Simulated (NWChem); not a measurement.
System: CH3F3Si; SMILES F[SiH2]C(F)F

Output (shortened):

```
             Northwest Computational Chemistry Package (NWChem) 7.3.0
             --------------------------------------------------------

 CS  symmetry detected

                             Geometry "geometry" -> ""
                             -------------------------

 Output coordinates in angstroms (scale by  1.889725989 to convert to a.u.)

  No.       Tag          Charge          X              Y              Z
 ---- ---------------- ---------- -------------- -------------- --------------
    1 F                    9.0000    -0.91395971     1.64576315     0.00000000
    2 Si                  14.0000     0.55872597     0.96957401     0.00000000
    3 C                    6.0000     0.36838416    -0.93520282     0.00000000
    4 F                    9.0000    -0.31709755    -1.33713866    -1.10099400
    5 F                    9.0000    -0.31709755    -1.33713866     1.10099400
    6 H                    1.0000     1.27853972     1.37813719     1.23469400
    7 H                    1.0000     1.27853972     1.37813719    -1.23469400
    8 H                    1.0000     1.34384523    -1.46246596     0.00000000

 Effective nuclear repulsion energy (a.u.)     245.4918333172

      Symmetry information
      --------------------

 Group name             Cs
 Group number              2
 Group order               2
 No. of unique centers     6

                                 NWChem DFT Module
                                 -----------------

 Summary of "ao basis" -> "ao basis" (spherical)
 ------------------------------------------------------------------------------
       Tag                 Description            Shells   Functions and Types
 ---------------- ------------------------------  ------  ---------------------
 F                          def2-svp                 6       14   3s2p1d
 Si                         def2-svp                 8       18   4s3p1d
 C                          def2-svp                 6       14   3s2p1d
 H                          def2-svp                 3        5   2s1p

      Symmetry analysis of basis
      --------------------------

        a'         56
        a"         33

            General Information
            -------------------
          SCF calculation type: DFT
          Wavefunction type:  closed shell.
          No. of atoms     :     8
          No. of electrons :    50
           Alpha electrons :    25
            Beta electrons :    25
          Charge           :     0
          Spin multiplicity:     1
          Use of symmetry is: on ; symmetry adaption is: on
          Maximum number of iterations: 150
          AO basis - number of functions:    89
                     number of shells:    41
          Convergence on energy requested:  1.00D-06
          Convergence on density requested:  1.00D-05
          Convergence on gradient requested:  5.00D-04

              XC Information
              --------------
                         B3LYP Method XC Potential
                     Hartree-Fock (Exact) Exchange  0.200
                        Slater Exchange Functional  0.800 local
                    Becke 1988 Exchange Functional  0.720 non-local
              Lee-Yang-Parr Correlation Functional  0.810
                  VWN I RPA Correlation Functional  0.190 local

             Grid Information
             ----------------
          Grid used for XC integration:  medium
          Radial quadrature: Mura-Knowles
          Angular quadrature: Lebedev.
          Tag              B.-S. Rad. Rad. Pts. Rad. Cut. Ang. Pts.
          ---              ---------- --------- --------- ---------
          F                   0.50       49          10.0       434
          Si                  1.10       88           8.0       590
          C                   0.70       49           8.0       434
          H                   0.35       45           9.0       434
          Grid pruning is: on
          Number of quadrature shells:   325
          Spatial weights used:  Erf1

      Superposition of Atomic Density Guess
      -------------------------------------

 Sum of atomic energies:        -625.73872599

      Non-variational initial energy
      ------------------------------

 Total energy =    -627.007479
 1-e energy   =   -1358.716701
 2-e energy   =     486.217388
 HOMO         =      -0.307870
 LUMO         =       0.051563

      Symmetry analysis of molecular orbitals - initial
      -------------------------------------------------

  Numbering of irreducible representations:

     1 a'          2 a"

  Orbital symmetries:

     1 a'          2 a'          3 a'          4 a"          5 a'
     6 a'          7 a'          8 a"          9 a'         10 a'
    11 a'         12 a"         13 a'         14 a'         15 a"
    16 a'         17 a'         18 a"         19 a'         20 a"
    21 a'         22 a"         23 a'         24 a"         25 a'
    26 a'         27 a"         28 a'         29 a'         30 a'
    31 a"         32 a'         33 a'         34 a"         35 a'

     ---------------------------------------------
      Total Density - Mulliken Population Analysis
     ---------------------------------------------

    Atom       Charge   Shell Charges
 -----------   ------   -------------------------------------------------------
    1 F    9     9.58   1.99  1.15  0.78  3.52  2.14  0.00
    2 Si  14    13.05   2.00  1.99  0.97  0.24  5.93  1.00  0.71  0.20
    3 C    6     5.34   1.99  0.90  0.28  1.48  0.60  0.09
    4 F    9     9.43   1.99  1.14  0.77  3.46  2.06  0.00
    5 F    9     9.43   1.99  1.14  0.77  3.46  2.06  0.00
    6 H    1     1.10   0.70  0.39  0.01
    7 H    1     1.10   0.70  0.39  0.01
    8 H    1     0.97   0.72  0.24  0.02

[...]
```

Level: B3LYP/def2-SVP. The geometry was optimised at PBE0/def2-SVP.

Reconstruct the input file.

One answer among several that fit: the input that was run:
```
start job
memory heap 200 mb stack 900 mb global 1100 mb
geometry units angstroms noautoz
  F     -0.977508    -1.614556     0.000000
  Si     0.511761    -0.975719     0.000000
  C      0.369513     0.933252     0.000000
  F     -0.305615     1.352346    -1.100994
  F     -0.305615     1.352346     1.100994
  H      1.221043    -1.402304     1.234694
  H      1.221043    -1.402304    -1.234694
  H      1.357960     1.435749     0.000000
end
basis spherical
  * library def2-svp
end
dft
  xc b3lyp
  iterations 150
  mulliken
end
task dft energy
```
